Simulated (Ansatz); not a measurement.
Basis-set series for CH₅FSiZn, SMILES `F[CH]([SiH3])[ZnH]`. Total charge 0; spin multiplicity 1. The structure was optimised at the PBE0-D4/def2-TZVP level.

```tsv
functional	basis	functions	energy (Eh)	HOMO (eV)	LUMO (eV)
PBE0-D4	def2-SVP	102	-2208.82425	-7.17	0.15
PBE0-D4	def2-TZVPP	238	-2209.35407	-7.34	-0.93
ωB97M-V	def2-SVP	102	-2209.15960	-9.32	1.72
ωB97M-V	def2-TZVPP	238	-2209.69499	-9.52	0.53
```

Give the rows for def2-QZVPP. (Estimate.)

The calculation gave: 
```
functional       basis  functions  energy (Eh)  HOMO (eV)  LUMO (eV)
   PBE0-D4  def2-QZVPP        434  -2209.41481      -7.35      -0.98
   ωB97M-V  def2-QZVPP        434  -2209.75347      -9.54       0.33
```

Positive LUMOs are unbound and depend on the basis. Scalar relativity is left out up to krypton.

All numbers were calculated with Ansatz.
